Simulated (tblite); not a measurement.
Species: C6H11ClOSi.
Z-matrix (Å and degrees, GFN2-xTB geometry), rows numbered from 1:
```
C 
C   1  1.5252
C   2  1.4936  1  109.97
O   3  1.1844  2  129.03  1   115.12
Cl  3  1.7793  2  111.85  1   -66.13
C   2  1.5455  1  114.33  3  -128.72
C   6  1.5403  2   89.83  1  -113.71
Si  7  1.9007  6  115.89  2   115.22
C   2  1.5408  1  114.85  3   129.33
H   1  1.0874  2  110.53  3    60.70
H   1  1.0870  2  109.42  3  -179.44
H   1  1.0884  2  110.34  3   -59.86
H   6  1.0884  2  113.47  1     4.55
H   6  1.0887  2  113.98  1   129.50
H   7  1.0909  6  111.92  2  -117.45
H   8  1.4622  7  108.30  6  -169.50
H   8  1.4657  7  108.95  6   -50.11
H   8  1.4629  7  108.85  6    69.24
H   9  1.0884  2  113.92  1    -5.07
H   9  1.0888  2  113.24  1  -129.88
```

Level: GFN2-xTB in tblite, geometry and Hessian alike; calculated harmonic values, unscaled, isolated species. Errors from tens to a few hundred cm⁻¹ against measured bands are possible. Modes of hydrogen on silicon can be 10 to 20 % off. One conformer, not necessarily the lowest.

Harmonic wavenumbers (cm⁻¹): 39.7, 40.8, 97.1, 108.2, 176.9, 209.0, 223.0, 261.6, 315.4, 355.0, 400.0, 436.6, 512.5, 548.5, 588.2, 644.3, 657.9, 744.6, 765.5, 787.6, 790.4, 868.3, 878.6, 919.7, 969.3, 980.6, 1045.1, 1051.3, 1066.4, 1074.4, 1176.2, 1199.1, 1228.5, 1241.1, 1248.1, 1263.4, 1272.5, 1397.6, 1471.9, 1483.0, 1486.3, 1491.0, 1827.0, 2247.6, 2273.3, 2280.4, 2966.2, 2997.5, 3000.9, 3009.3, 3013.2, 3031.3, 3041.3, 3043.8.

A = 2540, B = 607.2, C = 580.1 MHz; mass 162.027 u (most abundant isotopes); point group C1, symmetry number 1.

Task: What is the zero-point energy?

Result: Half the sum of the wavenumbers: 33124 cm⁻¹ = 94.70 kcal/mol.

Task: Entropy at 298.15 K, 1 bar (ideal gas, RRHO, classical rotation)?

Result: Translation 41.18, rotation 30.26, vibration 34.16: S = 105.6 cal/(mol K).

Task: And Cp and H(298.15 K) − H(0)?

Result: Cp = 42.57 cal/(mol K), of which vibrations give 34.63 (their classical limit is 54 R = 107.3); H(298.15 K) − H(0) = 7.61 kcal/mol without the zero-point energy, 5.24 from vibrations.

Task: Which modes carry the vibrational entropy at 298.15 K?

Result: 39.7 cm⁻¹: 5.27; 40.8 cm⁻¹: 5.22; 97.1 cm⁻¹: 3.51; 108.2 cm⁻¹: 3.30; 176.9 cm⁻¹: 2.36; 209.0 cm⁻¹: 2.05 cal/(mol K); the other 48 give 12.45 together.

Task: Blend soft modes into free rotors: weight 1/[1 + (100 cm⁻¹/ν̃)⁴] for the oscillator and the rest for a rotor with moment μB/(μ + B), μ = h/(8π²ν), B = 10⁻⁴⁴ kg m². What vibrational entropy results?

Result: 30.73 cal/(mol K) in place of 34.16, which changes −T·S at 298.15 K by +1.02 kcal/mol.

Hindered rotation and anharmonicity are outside this model. Other conformers, if any are populated, would add a mixing term that is left out. The structure is chiral; the term R ln 2 for an equal mix with its mirror image is left out.
